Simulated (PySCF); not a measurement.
**Mn²²⁺ (manganese, charge +22) across methods**

[He] 2s1, 2S determinant. Computed with PySCF 2.14 in an uncontracted even-tempered set (17 s from 5.1 bohr⁻², ratio 2.2; 8 p from 7.9 bohr⁻², ratio 2.4; 6 d from 24 bohr⁻², ratio 2.4; 5 f from 36 bohr⁻², ratio 2.4; 4 g from 53 bohr⁻², ratio 2.4), with the non-relativistic Hamiltonian (point nucleus).

| method | E (hartree) | mean ε 1s α (eV) | mean ε 1s β (eV) | mean ε 2s α (eV) | Σ⟨r²⟩ (bohr²) | ⟨S²⟩ |
| --- | --- | --- | --- | --- | --- | --- |
| r2SCAN | -677.919 | -7815.9 | -7809.9 | -1828.8 | 0.08441 | 0.750 |
| PBE0 | -677.785 | -7839.0 | -7830.5 | -1835.6 | 0.08436 | 0.750 |
| r2SCANh | -677.925 | -7830.5 | -7823.7 | -1832.1 | 0.08440 | 0.750 |
| PBE | -677.724 | -7798.0 | -7791.3 | -1826.7 | 0.08435 | 0.750 |
| UHF | -677.91094 | -7961.2 | -7947.4 | -1862.0 | 0.08440 | 0.750 |
| LDA | -675.894 | -7780.2 | -7773.1 | -1823.0 | 0.08450 | 0.750 |
| TPSSh | -678.021 | -7825.4 | -7818.3 | -1831.7 | 0.08430 | 0.750 |
